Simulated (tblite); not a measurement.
Compound: C5H4FN2Se (doublet state).
Atom-mapped SMILES: `[N:1]#[C:2][Se:3][C@@H:4]1[CH:5][N:6]=[CH:7][C@@H:8]1[F:9]` (hydrogens: H10 on C4; H11 on C5; H12 on C7; H13 on C8)
Bond orders are those of one Lewis drawing.

Computed with GFN2-xTB (tblite), gas phase: L-BFGS steps from a force-field or distance-geometry start until the largest atomic force falls under 0.01 eV/Å.

Geometry at step 52:
```
atom  x, y, z in Å
N1      2.9194   -0.5582    1.3973
C2      2.4538   -0.0547    0.4791
Se3     1.8620    0.7125   -1.0535
C4     -0.1803    0.7094   -0.7587
C5     -0.5151    1.1964    0.5839
N6     -0.9046    0.2290    1.3981
C7     -1.0109   -0.8934    0.7377
C8     -0.7839   -0.6979   -0.7342
F9     -0.0132   -1.6473   -1.3350
H10    -0.5019    1.3078   -1.6097
H11    -0.4002    2.2019    0.9496
H12    -1.1998   -1.8322    1.2166
H13    -1.7297   -0.6729   -1.2889
```

Q: What forces act on the atoms?

A: 
| atom | Fx (eV/Å) | Fy (eV/Å) | Fz (eV/Å) |
| --- | --- | --- | --- |
| N1 | 0.006 | -0.049 | 0.207 |
| C2 | -0.157 | 0.015 | -0.262 |
| Se3 | 0.090 | -0.027 | -0.050 |
| C4 | -0.090 | 0.098 | 0.033 |
| C5 | 0.014 | 0.172 | 0.024 |
| N6 | -0.011 | -0.085 | 0.066 |
| C7 | 0.046 | -0.035 | 0.043 |
| C8 | 0.152 | 0.093 | -0.005 |
| F9 | 0.156 | -0.156 | -0.012 |
| H10 | 0.042 | 0.170 | 0.046 |
| H11 | 0.021 | -0.037 | -0.084 |
| H12 | -0.055 | -0.043 | 0.014 |
| H13 | -0.216 | -0.116 | -0.020 |

The largest, 0.31 eV/Å, acts on C2; the rms over all components is 0.102 eV/Å. The forces sum to zero within rounding, as they must for an isolated molecule in no field.

Q: Give the force on C2 in Eh/bohr and in nN.

A: 0.306 eV/Å ÷ 51.422 = 0.00595 Eh/bohr, and 0.306 eV/Å × 1.602 = 0.49 nN.

Q: How far is this geometry from the end of the optimisation?

A: 0.056 eV above it, and 0.218 Å rms away after alignment. The bonds farthest from their final lengths, with half the difference of the two atoms' forces along the bond (positive lengthens):

```
  bond  now (Å)  final (Å)  force along bond (eV/Å)
Se3–C4    2.063      2.084                    +0.09
 C8–F9    1.362      1.369                    +0.09
C8–H13    1.097      1.102                    +0.16
 C7–C8    1.502      1.507                    +0.04
 C5–N6    1.323      1.328                    +0.11
 C4–C5    1.467      1.463                     0.00
```

The angle farthest from its final value is C2–Se3–C4, 101.6° against 95.7°.

Run on Arm Neoverse V1, one thread, on a shared host.
